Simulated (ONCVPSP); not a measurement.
**Configuration tests for Mn (ONCV)**

```json
{
 "Element": "manganese (Mn)",
 "Generator": "ONCVPSP 4.0.1",
 "Type": "optimised norm-conserving Vanderbilt (ONCV)",
 "Functional": "PW91",
 "Relativity": "fully relativistic",
 "Frozen core": "[Ne]",
 "Valence charge": "15",
 "Reference configuration": "3s2 3p6 3d5 4s1 (charge +1)",
 "Partial waves": "3s+4s: rc 1.40 bohr, ncon 4, nbas 7, qcut 10.2 1/bohr, 2 projectors; 3p: rc 0.90 bohr, ncon 4, nbas 9, qcut 10.9 1/bohr, 2 projectors, debl 2 Ha; 3d: rc 1.55 bohr, ncon 5, nbas 10, qcut 10.6 1/bohr, 1 projector; f scattering state at 0.15 Ha: rc 2.30 bohr, ncon 4, nbas 8, qcut 6.7 1/bohr, 2 projectors, debl 1.1 Ha",
 "Local potential": "polynomial inside 0.90 bohr (lpopt 5, dvloc0 1 Ha)",
 "Core correction": "none"
}
```

Open shells are filled in proportion to 2j + 1.

In the p channel the program set the typed energies aside and used -2.295, 0.250 Ha (j = l + 1/2; the other j can differ).

Energies are relative to the spin-unpolarised reference configuration 3s2 3p6 3d5 4s1; without spin polarisation the order of configurations can differ from experiment.

(1) Give the all-electron excitation energy and the error of the potential for: 3s2 3p6 3d5 4s2; 3s2 3p6 3d5 4s0; 3s2 3p6 3d4 4s0; 3s2 3p6 3d3 4s0.

## Answers

(1)

```json
{"valence configuration": "3s2 3p6 3d5 4s2", "charge": "0", "ΔE all-electron (eV)": "-8.475", "error AE − PS (meV)": "+0.8"}
{"valence configuration": "3s2 3p6 3d5 4s0", "charge": "+2", "ΔE all-electron (eV)": "15.641", "error AE − PS (meV)": "+1.6"}
{"valence configuration": "3s2 3p6 3d4 4s0", "charge": "+3", "ΔE all-electron (eV)": "48.261", "error AE − PS (meV)": "+9.3"}
{"valence configuration": "3s2 3p6 3d3 4s0", "charge": "+4", "ΔE all-electron (eV)": "99.142", "error AE − PS (meV)": "+176"}
```
